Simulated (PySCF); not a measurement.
Al(F)(Cl)(NH2) (AlClFH2N), SMILES [NH2][Al]([F])[Cl]. Atoms are numbered in the order given.

```xyz
6

Al    -0.0684     0.4033     0.0000
F     -1.5949     1.0557     0.0000
Cl     0.1362    -1.6790     0.0000
N      1.3337     1.4563     0.0000
H      2.2960     1.1338     0.0000
H      1.2959     2.4707     0.0000
```
Charge 0, spin multiplicity 1.

Geometry optimised at B3LYP-D3(BJ)/def2-SVP. Other conformers were not sampled.

Level of theory: PBE0/pcJ-1 run with PySCF.

Isotropic couplings with Fermi-contact, spin-dipole and both spin-orbit terms, one fixed conformer, no vibrational averaging. Isotopes: 14N, 19F, 1H.

**Question.** Estimate the spin–spin coupling constants. (The exact figures need the calculation; the answer reports its results.)

**Answer.** 
| pair | bonds apart | J (Hz) |
|---|---|---|
| N4–H5 | 1 | 55.5 |
| N4–H6 | 1 | 55.4 |
| F2–N4 | 2 | 1.3 |
| H5–H6 | 2 | -8.6 |
| F2–H5 | 3 | 8.4 |
| F2–H6 | 3 | -4.4 |
